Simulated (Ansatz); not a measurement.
`CS[BH][GeH3]` + `CCSC` → `CCBSC` + `C[S][GeH3]`  (formal exchange of groups at a B–Ge bond)

Calculated with Ansatz (gas phase, PBE0-D4/def2-TZVP geometries, no zero-point term in ΔE). CCSD(T)/CBS adds triple-zeta CCSD(T) − MP2 to the extrapolated MP2 energy (def2 sets, frozen cores). Functionals use def2-TZVPP. B3LYP here is the variant with VWN-RPA as its local correlation; programs differ in this. For Ge outer-core shells are correlated without core-valence functions, which leaves a few kJ/mol of doubt a bond. Scalar relativity is left out up to krypton. Each species was taken in one conformer, which may not be the lowest.

```csv
level,ΔE (kJ/mol),difference from CCSD(T)/CBS
r2SCAN-D4,-78.8,-3.9
PBE0-D4,-77.1,-2.2
B3LYP-D4,-79.2,-4.3
ωB97X-V,-79.0,-4.1
PBE,-72.1,2.8
r2SCAN,-78.6,-3.7
PBE0,-76.7,-1.8
B3LYP,-78.6,-3.7
MP2/def2-TZVPP,-79.7,-4.8
SCS-MP2/def2-TZVPP,-79.6,-4.7
HF/def2-QZVPP,-91.6,-16.7
MP2/def2-QZVPP,-78.9,-4.0
SCS-MP2/def2-QZVPP,-79.2,-4.3
HF/CBS(def2),-91.6,-16.7
MP2/CBS(def2),-78.1,-3.2
CCSD/CBS(def2),-77.2,-2.3
CCSD(T)/CBS,-74.9,0
```

Largest T1 diagnostic among the species: 0.014.

In def2-TZVPP, CCSD(T) changes the Hartree–Fock value by +14.9 kJ/mol (the triples alone add +2.3 kJ/mol) and MP2 by +11.6 kJ/mol. From PBE to PBE0 (25 % exact exchange), in def2-TZVPP and without D4, ΔE moves by −4.6 kJ/mol.
